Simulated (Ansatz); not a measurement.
Reaction (ligand exchange at the Sb–I bond): `[SbH2][I]` + `C=NCO` → `C=NC[O][SbH2]` + HI

Isolated molecules relaxed with PBE0-D4/def2-TZVP in Ansatz; ΔE leaves out vibrations. CBS: MP2 limit from def2 TZ/QZ plus the TZ coupled-cluster correction, frozen cores. Functionals use def2-TZVPP. Elements past krypton have def2 core potentials. For I, Sb outer-core shells are correlated without core-valence functions, which leaves a few kJ/mol of doubt a bond. One conformer a species, not always the lowest.

`[SbH2][I]`:

Cartesian coordinates in Å:
```
Sb 0.742 0.269 0.349
I -1.346 1.435 -0.955
H -0.262 -0.675 1.363
H 0.865 -1.029 -0.758
```

`C=NCO`:

Z-matrix (Å, degrees):
```
C
N 1 1.442
O 1 1.397 2 110.5
H 1 1.098 2 112.9 3 -119.2
H 1 1.100 2 106.8 3 121.4
C 2 1.257 1 118.2 3 131.3
H 3 0.963 1 107.1 2 46.7
H 6 1.090 2 119.4 1 179.1
H 6 1.098 2 123.3 1 -0.9
```

`C=NC[O][SbH2]`:

```xyz
11

C     1.466    0.463    0.938
N     0.708   -0.400    1.451
C    -0.274   -1.052    0.630
O    -0.373   -0.635   -0.701
Sb   -1.629    0.833   -1.135
H     2.212    0.944    1.569
H     1.427    0.752   -0.117
H    -0.015   -2.118    0.622
H    -1.232   -0.961    1.164
H    -1.867    0.256   -2.728
H    -0.422    1.919   -1.693
```

HI:

Cartesian coordinates in Å:
```
I -0.724 0.230 0.268
H 0.724 -0.230 -0.268
```

CCSD(T)/CBS gives +21.4 kcal/mol.

Task: Another level gave +22.4 kcal/mol. Which?
A. PBE/def2-TZVPP
B. CCSD/def2-TZVPP
C. PBE-D4/def2-TZVPP
D. HF/def2-TZVPP

Result: A. PBE 22.4, CCSD/def2-TZVPP 20.0, HF/def2-TZVPP 25.6, PBE-D4 21.2 kcal/mol.

Largest T1 diagnostic among the species: 0.014.

In def2-TZVPP, CCSD(T) changes the Hartree–Fock value by −6.5 kcal/mol (the triples alone add −0.9 kcal/mol) and MP2 by −5.1 kcal/mol. From PBE to PBE0 (25 % exact exchange), in def2-TZVPP and without D4, ΔE moves by +1.7 kcal/mol. The D4 term adds −1.8 kcal/mol with B3LYP and −1.0 kcal/mol with PBE0; it sums over pairs of atoms, weighted by their polarisabilities, and B3LYP, whose exchange is more repulsive, gets the larger term.

B3LYP here is the variant with VWN-RPA as its local correlation; programs differ in this.
